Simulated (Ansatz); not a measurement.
C$_{3}$H$_{9}$BSi (`BC(=C)[SiH2]C`). Charge 0, multiplicity 1.

Z-matrix (Å, degrees):
```
Si
C 1 1.870
C 1 1.871 2 110.9
H 1 1.492 2 110.4 3 120.8
H 1 1.491 2 109.3 3 -120.4
H 2 1.092 1 110.8 3 -61.8
H 2 1.093 1 110.5 3 58.1
H 2 1.092 1 111.0 3 178.0
C 3 1.345 1 120.9 2 119.6
B 3 1.542 1 121.7 2 -59.8
H 9 1.090 3 123.0 1 0.4
H 9 1.089 3 121.1 1 -179.7
H 10 1.199 3 122.0 1 0.3
H 10 1.200 3 119.3 1 -179.8
```

Q: What are the harmonic wavenumbers in cm⁻¹ at PBE0-D4/def2-TZVP (Ansatz, finite differences of forces, unscaled)? (An estimate is asked.)

A: The calculation gave: 62, 137, 155, 164, 231, 330, 366, 499, 588, 620, 692, 710, 771, 882, 884, 908, 947, 982, 1021, 1060, 1193, 1274, 1280, 1445, 1450, 1452, 1637, 2193, 2202, 2561, 2638, 3052, 3103, 3137, 3139, 3185.

Q: Is this a minimum?

A: Yes, all 36 modes are real.

Q: Give the ideal-gas thermochemistry at 298.15 K and 1 bar (rigid rotor, harmonic oscillator; point group C1, symmetry number 1).

A: Zero-point energy 280.8 kJ/mol; H(298) − E = 304.4 kJ/mol; entropy 359.1 J/(mol·K), of which translation 164.1, rotation 111.6, vibration 83.4; G(298) − E = 197.3 kJ/mol. Modes under 100 cm⁻¹ are hindered rotations or soft bends, so the harmonic entropy is rough.
